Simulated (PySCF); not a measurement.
## Computed properties of Be(Br)(OH) (BeBrHO), SMILES [OH][Be][Br]

Be(Br)(OH) (BeBrHO), SMILES [Be]([Br])[OH]. Geometry optimised at PBE0-D3(BJ)/def2-TZVP. Other conformers were not sampled. All values are computed for the isolated molecule unless a solvent is named; none is compared with measurement here.

**Structure.** The optimised structure has Cs symmetry. All 6 harmonic modes at PBE0-D3(BJ)/def2-TZVP (PySCF) are real, so it is a minimum. With heavy atoms numbered as in [Be:1]([Br:2])[OH:3], the shortest bond between them is Be1–O3 at 1.407 Å and the longest Be1–Br2 at 1.971 Å.

**Vibrations.** The strongest infrared lines (harmonic, unscaled, degenerate partners summed) lie at 1383 cm⁻¹ (399 km/mol, Be 76 %, O 21 %), 488 cm⁻¹ (244 km/mol, H 71 %, O 15 %, Be 15 %), 4028 cm⁻¹ (169 km/mol, H 94 %). The softest mode is at 246 cm⁻¹ and the zero-point energy is 9.8 kcal/mol.

**Electronic structure.** PBE0/def2-TZVPD (PySCF) places the frontier levels at -8.65 and -0.66 eV, a gap of 7.99 eV, and gives a dipole moment of 1.86 D and a mean polarisability of 40.1 bohr³. PBE/def2-TZVPD (PySCF) at the same geometry gives -7.34 and -1.31 eV, so its gap is 1.96 eV narrower. An orbital gap is neither the optical nor the fundamental gap.

**Excitations.** TDA-B3LYP/def2-TZVPD (PySCF) has S1 at 6.50 eV (191 nm, f = 0.024, weak); the most intense of the 10 singlets computed lies at 7.60 eV (f = 0.09). T1 (TDA) is at 6.31 eV, 0.19 eV under S1. No vertical singlet excitation falls in the visible range (under 3.1 eV).

**NMR.** GIAO shifts at HF/pcSseg-2 (PySCF) (non-relativistic, atoms alike by connectivity averaged): ¹H at 2.5 ppm against TMS. Without spin–orbit terms, shifts of atoms bonded to Cl or Br come out too high.
